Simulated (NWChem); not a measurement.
# CHCl2F; SMILES FC(Cl)Cl

Program: NWChem. Pople sets run with spherical d functions. Coordinates come from a B3LYP/6-31G* (spherical d) optimisation. Level: PBE/6-31G* with SMD (1 M gas to 1 M solution), gas-phase geometry.

```tsv
solvent	dielectric constant	solvation free energy (kcal/mol)	cavity-dispersion-structure term (kcal/mol)	dipole in solution (D)
water	78.4	-0.7	2.2	1.79
chlorobenzene	5.70	-3.9	-1.5	1.70
tetrahydrofuran	7.43	-3.7	-1.2	1.72
methanol	32.6	-4.1	-1.3	1.78
1-octanol	9.86	-3.8	-1.2	1.74
cyclohexanone	15.6	-3.5	-0.8	1.76
ethanol	24.9	-4.1	-1.3	1.77
```
